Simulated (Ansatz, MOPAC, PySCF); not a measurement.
Constitutional and geometric isomers with formula C2H6OSi. Isolated molecules, 0 K electronic values unless said otherwise. One relaxed conformer stands for each flexible species; it need not be the lowest. Strings in code marks are SMILES.

Quantity: vertical ionisation energy (energy after one electron is removed minus that of the parent at the parent's geometry), in eV.

Level 1: frozen-core MP2/cc-pVTZ // B3LYP-D3(BJ)/def2-TZVP (Ansatz, a first-principles code)
Level 2: PBE/6-31G* // B3LYP-D3(BJ)/def2-TZVP (PySCF)
Level 3: minus the HOMO energy of AM1 // B3LYP-D3(BJ)/def2-TZVP (MOPAC)
Level 4: minus the HOMO energy of HF/6-31G* // B3LYP-D3(BJ)/def2-TZVP (PySCF)

| species | level 1 | level 2 | level 3 | level 4 |
|---|---|---|---|---|
| `O[C@@H]1C[SiH2]1` (H–O–C–Si torsion 142°) | 9.21 | 8.61 | 9.92 | 9.43 |
| `O/C=C/[SiH3]` (H–O–C–C torsion 0°) | 9.53 | 8.84 | 9.63 | 9.56 |
| `C/C=[SiH]\O` (C–Si–O–H torsion 0°) | 7.95 | 7.64 | 8.26 | 7.81 |
| `C1C[SiH2]O1` | 10.90 | 9.56 | 10.53 | 11.48 |
| `C=CO[SiH3]` (C–C–O–Si torsion 180°) | 9.44 | 8.79 | 9.51 | 9.38 |
